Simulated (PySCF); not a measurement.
The complex Ti(SH)3 (charge 0) contains Ti(III), shell d1. The structure is a PBE0-D3(BJ)/def2-TZVP geometry optimised for multiplicity 2; coordination trigonal planar, point group C3h, metal–donor distances 2.29 Å.

```
7

Ti    0.000    0.000    0.000
S     2.295    0.000    0.000
H     2.233    1.349    0.000
S    -1.147    1.987    0.000
H    -2.285    1.259    0.000
S    -1.147   -1.987    0.000
H     0.052   -2.608    0.000
```

Method (PySCF 2.14, density fitting): CASSCF(1,5) with orbitals averaged over all microstates of the shell, strongly contracted NEVPT2 on the averaged canonical orbitals; basis x2c-TZVPall on the metal, x2c-SVPall elsewhere; spin-free X2C; gas phase; spin-orbit coupling by state interaction with the mean-field operator over all roots.

**Question.** What is the ground state?

**Answer.** 2A' (S = 1/2, orbital degeneracy 1), orbital occupations from the lowest 1.0 0.0 0.0 0.0 0.0, by NEVPT2.

**Question.** Where do the spin-allowed transitions within the shell lie?

**Answer.** By NEVPT2: 2E'' at 5047 cm⁻¹; 2E' at 10482 cm⁻¹ (954 nm). The strongest, at 10482 cm⁻¹, has f = 9.4e-04.

**Question.** What ligand-field parameters describe the result?

**Answer.** At NEVPT2 level: orbital energies 0, 5047, 5047, 10482, 10482 cm⁻¹; ζ = 111 cm⁻¹ (free ion 152).

**Question.** What are the magnetic parameters?

**Answer.** The ground doublet has g = 1.875, 1.875, 2.000. μeff is 1.77 μB at 300 K and 1.67 μB at 10 K; the spin-only value is 1.73 μB.

No frequencies were computed for the optimised geometry. NEVPT2 lifts 2E'' from 3517 to 5047 cm⁻¹; on the d shell alone such lifts tend to overshoot. NEVPT2 on the d shell alone tends to put d–d bands too high for such charged or covalently bound ions.

The job took 3.8 s on one thread of Intel Xeon 6975P-C (shared host), with 117 basis functions, launched as `OMP_NUM_THREADS=1 python lf_run.py task.json out`.
